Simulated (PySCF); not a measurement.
**Radial density of S²⁺ (sulfur, charge +2)**

UHF, [Ne] 3s1 3p2 4s1, high-spin 5P determinant (an excited configuration). Computed with PySCF 2.14 in dyall-acv3z (19s12p6d4f, 113 functions), with the spin-free X2C one-electron Hamiltonian (Gaussian nucleus).

| r (bohr) | 4πr²ρ (e/bohr) | 4πr²(ρα − ρβ) |
| --- | --- | --- |
| 0.00157 | 0.09323 | 0.0005 |
| 0.00265 | 0.2463 | 0.0013 |
| 0.00445 | 0.6374 | 0.0033 |
| 0.00749 | 1.592 | 0.0082 |
| 0.0126 | 3.737 | 0.0192 |
| 0.0212 | 7.892 | 0.0401 |
| 0.0356 | 13.92 | 0.0688 |
| 0.0599 | 18.28 | 0.0868 |
| 0.101 | 15.70 | 0.1005 |
| 0.170 | 11.99 | 0.2789 |
| 0.285 | 16.76 | 0.5694 |
| 0.480 | 13.87 | 0.1100 |
| 0.807 | 3.690 | 0.5728 |
| 1.36 | 2.413 | 2.3194 |
| 2.28 | 0.9248 | 0.9247 |
| 3.84 | 0.3742 | 0.3742 |
| 6.46 | 0.03913 | 0.0391 |
| 10.9 | 0.0001352 | 0.0001 |

Densities and radii are taken from the X2C orbitals without a picture-change correction, which distorts them close to the nucleus.

The outer electron is Rydberg-like, and this basis confines it to a smaller radius and binds it less than a complete one would.
